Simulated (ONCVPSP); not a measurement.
# mercury (Hg): variants of one ONCV potential

Base potential:

mercury, optimised norm-conserving Vanderbilt (ONCV), made with ONCVPSP 4.0.1 (LDA (Perdew-Wang 92), scalar-relativistic). Core [Kr] 4d10 4f14, reference 5s2 5p6 5d10 6s1 (charge +1). Waves: 5s+6s: rc 1.60 bohr, ncon 3, nbas 8, qcut 5.9 1/bohr, 2 projectors; 5p: rc 1.10 bohr, ncon 4, nbas 7, qcut 7.2 1/bohr, 3 projectors, debl 0.9 Ha; 5d: rc 2.05 bohr, ncon 4, nbas 8, qcut 8.2 1/bohr, 2 projectors, debl 2.5 Ha. Local part: polynomial inside 0.95 bohr (lpopt 5, dvloc0 0 Ha). Core correction: polynomial model core, fcfact 0.7.

In the p channel the program set the typed energies aside and used -2.790, 0.250, 1.150 Ha.

All-electron outer shells of the reference configuration (LDA (PZ), scalar-relativistic, ld1.x):

```json
{"shell": "5s", "level (eV)": "-127.69", "outermost node (bohr)": "0.47", "outermost maximum (bohr)": "0.82"}
{"shell": "4f", "level (eV)": "-105.45", "outermost node (bohr)": "–", "outermost maximum (bohr)": "0.37"}
{"shell": "5p", "level (eV)": "-75.92", "outermost node (bohr)": "0.51", "outermost maximum (bohr)": "0.93"}
{"shell": "5d", "level (eV)": "-19.10", "outermost node (bohr)": "0.55", "outermost maximum (bohr)": "1.17"}
{"shell": "6s", "level (eV)": "-15.11", "outermost node (bohr)": "1.08", "outermost maximum (bohr)": "2.13"}
```

Cutoffs, loose and tight: the cutoffs (Ha) at which the residual kinetic energy of the hardest occupied pseudo-wave falls to 1 and 0.1 mHa per electron. They do not see the model core or the augmentation charge, which bear on the density cutoff. Test errors are all-electron minus pseudo excitation energies from the reference, over the configurations 5s2 5p6 5d10 6s2; 5s2 5p6 5d10 6s0; 5s2 5p6 5d9 6s0; 5s2 5p6 5d10 6s0 6p1. A dash means not determined; rows that change the core or the reference have their own tests.

A true bound ghost makes a file unfit for plane-wave use even where its test errors are small: the radial tests pick states by their node count and pass the ghost by.

```csv
change,outcome,"cutoff, loose","cutoff, tight",bound ghosts,GHOST(+) flags above zero,largest test error (meV)
base,"generated, projector energies reset by the program",108 Ha,127 Ha,"p, s",p,-21
"p: rc 0.8; local potential polynomial inside 0.80 bohr (lpopt 5, dvloc0 0 Ha)","generated, projector energies reset by the program",242 Ha,353 Ha,"s, p",p,-22
p: rc 0.98,"generated, projector energies reset by the program",130 Ha,154 Ha,"p, s",p,-21
p: rc 1.12,"generated, projector energies reset by the program",104 Ha,123 Ha,s,p,-21
p: rc 1.28,"generated, projector energies reset by the program",66 Ha,90 Ha,s,p,-20
p: rc 1.4,"generated, projector energies reset by the program",24 Ha,68 Ha,"p, s",p,-20
p: rc 1.56,"generated, projector energies reset by the program",21 Ha,30 Ha,s,p,-20
```

Reading the sweep of the p radius (base included, trends over the rows without a ghost): Bound ghosts are found at 0.8, 0.98, 1.1, 1.12, 1.28, 1.4, 1.56 bohr. Every judged row has one, so this setting neither creates nor removes them.
